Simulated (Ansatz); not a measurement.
Relaxation of ClH3OSn (6 atoms, charge 0, multiplicity 1), to a largest force component of 0.02 eV/Å in at most 40 steps.

All numbers below come from Ansatz, RKS B3LYP-D4/def2-SVP.

```xyz
6
Properties=species:S:1:pos:R:3
Sn 0.000 0.000 0.000
Cl 0.000 0.000 2.410
H 1.641 0.000 -0.579
O -0.923 1.599 -0.653
H -1.881 1.369 -0.875
H -0.820 -1.420 -0.579
```

**Question.** Where does it end, and by what steps?

**Answer.** The run converged. After 6 steps the energy has fallen by 0.138 eV; H5 moved furthest, 0.38 Å.

```csv
step,energy less start (eV),largest force component (eV/Å),accepted
0,0.0000,2.028,yes
1,-0.0219,2.207,yes
2,-0.0352,1.087,yes
3,-0.1240,0.700,yes
4,-0.1330,0.107,yes
5,-0.1371,0.123,yes
6,-0.1378,0.015,yes
```

```xyz
6
Properties=species:S:1:pos:R:3
Sn 0.018 -0.099 -0.082
Cl -0.141 0.050 2.280
H 1.648 0.105 -0.546
O -0.909 1.482 -0.849
H -1.827 1.565 -0.552
H -0.772 -1.555 -0.527
```

Whether the end is a true minimum wasn't checked by a vibrational analysis.

Time of the run: 13 s on 1 thread of Intel(R) Xeon(R) 6975P-C (Granite Rapids), with other jobs on the host, peak memory 0.17 GiB.
